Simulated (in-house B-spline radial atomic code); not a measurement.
Settings and results of a run for Ir IV (Ir3+) (with a hole in an inner shell). Computed with an all-electron radial atomic-structure program (B-spline basis): Dirac-Kohn-Sham PBE, spherical fractional occupations, Fermi nucleus of rms radius 5.4032 fm.

In the input, a minus or plus after the letter marks the j = l - 1/2 or j = l + 1/2 subshell.

Command:
```bash
python run_scf.py task.json out
```
Settings (nuclear radius in fm, mass in u):
```
Z                77
configuration    1s2 2s2 2p6 3s2 3p-2 3p+3 3d10 4s2 4p6 4d10 4f14 5s2 5p6 5d7
hamiltonian      dirac
method           pbe,pbe
spin_polarised   False
nucleus          fermi
rms_radius       5.4032
atomic_mass      192.96292
speed_of_light   137.035999084
```

Output (hartree, bohr):
```
 radial grid: 72 intervals, B-splines of order 8, outer radius 39.1892 bohr

 iter        energy (Eh)    residual
    1      -17757.095062    5.78e-01
    2      -17757.891468    2.92e-01
    3      -17759.821138    6.71e-02
    4      -17759.884688    1.30e-02
    5      -17759.885103    1.09e-02
    6      -17759.888598    2.79e-03
    7      -17759.888689    6.80e-04
    8      -17759.888701    8.75e-05
    9      -17759.888702    5.11e-07

 total energy                    -17759.88870
 kinetic                           20236.4770
 electron-nucleus                 -44442.3848
 Hartree                            6790.8187
 exchange-correlation               -344.7996

 first-order corrections (not in the total)
   Gaunt                            21.9172
   retardation                      -2.3112
   frequency dependence             -0.3876
   self-energy                      16.3396
   Uehling                          -3.2165
   Wichmann-Kroll                    0.1354
   recoil                            0.0309

 orbital      occ     eigenvalue          <r>       <r^2>       <1/r>       r_max    small
 1s1/2      2.000     -2796.8969    0.0174414 0.000419644     92.1411     0.01082  8.50e-02
 2s1/2      2.000      -491.9627    0.0729334  0.00635481     22.5703     0.06249  1.94e-02
 2p1/2      2.000      -471.7005    0.0601306  0.00451048      22.539     0.04618  1.95e-02
 2p3/2      4.000      -411.7965    0.0684322  0.00570094     18.5985     0.05333  1.74e-02
 3s1/2      2.000      -117.0803     0.189359   0.0411395     8.31364      0.1756  6.49e-03
 3p1/2      2.000      -107.9885     0.179439   0.0375558     8.23008       0.164  6.43e-03
 3p3/2      3.000       -94.7782     0.194602   0.0439528     7.20577      0.1785  5.84e-03
 3d3/2      4.000       -79.5838     0.169625   0.0337646     7.10142      0.1392  5.72e-03
 3d5/2      6.000       -76.7195     0.174263   0.0355064     6.86433      0.1432  5.56e-03
 4s1/2      2.000       -26.2174     0.420145    0.199444     3.52566      0.3954  2.20e-03
 4p1/2      2.000       -22.3436     0.422875    0.203676     3.41964      0.3937  2.11e-03
 4p3/2      4.000       -19.1778     0.456014    0.236495     3.06167      0.4236  1.88e-03
 4d3/2      4.000       -12.8035     0.465094    0.250313     2.86316      0.4165  1.69e-03
 4d5/2      6.000       -12.2082     0.476062    0.262062     2.77908      0.4257  1.62e-03
 4f5/2      6.000        -4.0625     0.509459    0.315338     2.41522      0.3822  1.27e-03
 4f7/2      8.000        -3.9358     0.516452    0.324165     2.38186      0.3866  1.25e-03
 5s1/2      2.000        -4.9319     0.961154     1.03606     1.42025      0.8798  5.43e-04
 5p1/2      2.000        -3.6851      1.03825     1.21669     1.29827      0.9308  4.64e-04
 5p3/2      4.000        -3.1527      1.12999     1.44145     1.17057       1.008  3.98e-04
 5d3/2      2.800        -1.4595      1.46641     2.48642    0.887119       1.213  2.36e-04
 5d5/2      4.200        -1.4008       1.5098     2.63602     0.85889       1.246  2.23e-04
```

Run time, properties included: 1.1 s on 1 thread of Arm Neoverse V1 (shared host).

For the Dirac Hamiltonian the kinetic term is c α·p + (β - 1)c².
